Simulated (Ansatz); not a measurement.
Forces on CeCl3 at its r2SCAN-D4/def2-SVP geometry. Total charge 0; doublet.

In the def2 sets Ce takes a core potential; there is no spin–orbit coupling. With an open 4f shell the SCF may have ended on a state above the lowest.

PBE-D4/def2-TZVP (Ansatz), largest force 0.08 eV/Å:

```xyz
4
positions Å, forces eV/Å
Ce   -0.240    0.430   -0.193   -0.025    0.046   -0.021
Cl   -2.088   -1.110    0.603   -0.057   -0.045    0.023
Cl    1.239    1.236    1.701    0.044    0.026    0.056
Cl    1.089   -0.556   -2.112    0.039   -0.028   -0.059
```

PBE0-D4/def2-TZVP (Ansatz), largest force 0.08 eV/Å:

```
Ce 0.034 -0.061 0.027
Cl -0.009 0.021 -0.010
Cl -0.013 0.019 -0.011
Cl -0.013 0.021 -0.007
```
